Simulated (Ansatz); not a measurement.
`[OH][Ga]([OH])[SH]`. The species carries charge 0 and has multiplicity 1. Correlated methods include outer-core shells of Ga, which these sets cover unevenly. Scalar relativity is left out up to krypton.

```xyz
7

O     0.771   -0.233    1.681
Ga    0.050   -0.017    0.069
O    -1.589    0.664    0.013
S     1.053   -0.535   -1.801
H     1.656   -0.603    1.681
H    -1.940    0.857    0.887
H    -0.002   -0.133   -2.530
```

(1) Give the diagnostics of a CCSD(T)/def2-TZVPP run (frozen core, Ansatz 0.2.0). (An estimate is asked.)

Results:

(1) Computed: T1 = 0.0139, largest single amplitude 0.040, largest double 0.029, (T) share of the correlation energy 3.9 %, 9 CCSD cycles. The RHF solution is stable towards an unrestricted one. T1 lies under the customary mark of 0.02 for closed shells.
